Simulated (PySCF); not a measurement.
## XPS shifts beside NMR shieldings

Compound: C4H2NPS.
Bonds: N1–C2 (triple), C2–C3, C3–C4 (aromatic), C4–S5 (aromatic), S5–C6 (aromatic), C6–P7 (aromatic), C3–P7 (aromatic). Hydrogens: H8 on C4; H9 on C6.

Binding energies: delta-SCF UKS SCAN, pcX-2 on the ionised atom, pcseg-1 elsewhere, spin-free X2C in PySCF 2.14.0. Shieldings: GIAO PBE0/pcSseg-1, non-relativistic, same geometry.

| atom | isotropic shielding (ppm) |
| --- | --- |
| C2 | 66.7 |
| C3 | 49.7 |
| C4 | 30.2 |
| C6 | 15.0 |

**Question.** What are the C 1s binding energies of these atoms?

**Answer.** 
| atom | environment | C 1s (eV) | isotropic shielding (ppm) |
| --- | --- | --- | --- |
| C6 | aromatic CH next to a ring sulfur | 291.28 | 15.0 |
| C4 | aromatic CH next to a ring sulfur | 291.67 | 30.2 |
| C3 | substituted aromatic carbon | 291.70 | 49.7 |
| C2 | nitrile carbon | 292.08 | 66.7 |

**Question.** Among the listed atoms, is the one with the highest binding energy also the least shielded?

**Answer.** No. The highest binding energy is at C2 (292.08 eV, shielding 66.7 ppm), the lowest shielding at C6 (15.0 ppm, 291.28 eV).

By binding energy: C6 < C4 ≈ C3 < C2. By shielding: C6 < C4 < C3 < C2.

Isolated species at its GFN2-xTB geometry, gas phase.
